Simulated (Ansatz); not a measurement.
Program: Ansatz. Geometries: PBE0-D4/def2-TZVP. ΔE: electronic, gas phase. CBS: MP2 limit from def2 TZ/QZ plus the TZ coupled-cluster correction, frozen cores. Functionals use def2-TZVPP. Each species was taken in one conformer, which may not be the lowest.

Consider the ligand exchange at the Si–S bond: `C=C(N)S[SiH3]` + `C=CCO` → `C=CCO[SiH3]` + `C=C(N)S`.

`C=C(N)S[SiH3]`:

```xyz
12

C     0.506   -1.223   -1.683
C     0.521   -0.558   -0.528
N     1.144    0.662   -0.309
S    -0.350   -1.188    0.881
Si   -1.347    0.609    1.495
H    -0.116   -2.095   -1.814
H     1.112   -0.893   -2.520
H     1.636    0.727    0.570
H     1.701    0.988   -1.086
H    -2.329    0.139    2.506
H    -2.042    1.241    0.348
H    -0.437    1.590    2.138
```

`C=CCO`:

Z-matrix (Å, degrees):
```
C
C 1 1.492
O 1 1.415 2 112.1
H 1 1.099 2 109.9 3 -124.6
H 1 1.094 2 110.3 3 117.1
C 2 1.326 1 124.1 3 122.6
H 2 1.088 1 115.7 3 -56.1
H 3 0.961 1 107.6 2 -55.7
H 6 1.086 2 121.2 1 0.9
H 6 1.084 2 121.9 1 -179.7
```

`C=CCO[SiH3]`:

Cartesian coordinates in Å:
```
C 0.683 -2.421 0.593
C -0.182 -1.559 0.082
C 0.179 -0.188 -0.374
O -0.698 0.754 0.215
Si -0.571 2.367 -0.069
H 0.385 -3.421 0.887
H 1.727 -2.158 0.735
H -1.227 -1.832 -0.040
H 0.096 -0.131 -1.470
H 1.222 0.032 -0.110
H -0.721 2.663 -1.522
H 0.758 2.879 0.369
H -1.654 3.017 0.704
```

`C=C(N)S`:

Z-matrix (Å, degrees):
```
C
C 1 1.335
H 1 1.084 2 120.3
H 1 1.080 2 121.7 3 178.1
N 2 1.384 1 125.4 3 -8.3
S 2 1.770 1 124.1 3 176.6
H 5 1.008 2 115.2 1 139.0
H 5 1.008 2 114.5 1 5.4
H 6 1.340 2 95.9 1 -27.6
```

| level | ΔE (kJ/mol) |
| --- | --- |
| PBE-D4 | -7.8 |
| B2PLYP | -27.3 |

Problem. What does CCSD(T)/CBS give? (An estimate is asked.)

Solution. Ansatz gave: -20.7 kJ/mol. The listed levels differ from it by 12.9, -6.6 kJ/mol.

Largest T1 diagnostic among the species: 0.012.

Leaving LDA and LC-ωPBE aside and taking each functional with its dispersion term where it has one, the values, not all of them listed here, spread over 24.0 kJ/mol, from CAM-B3LYP-D4 to revPBE-D4. From BLYP to BHLYP (50 % exact exchange), in def2-TZVPP and without D4, ΔE moves by −5.5 kJ/mol. The D4 term adds +5.3 kJ/mol with B3LYP and +2.8 kJ/mol with PBE0; it sums over pairs of atoms, weighted by their polarisabilities, and B3LYP, whose exchange is more repulsive, gets the larger term.

B3LYP here is the variant with VWN-RPA as its local correlation; programs differ in this.
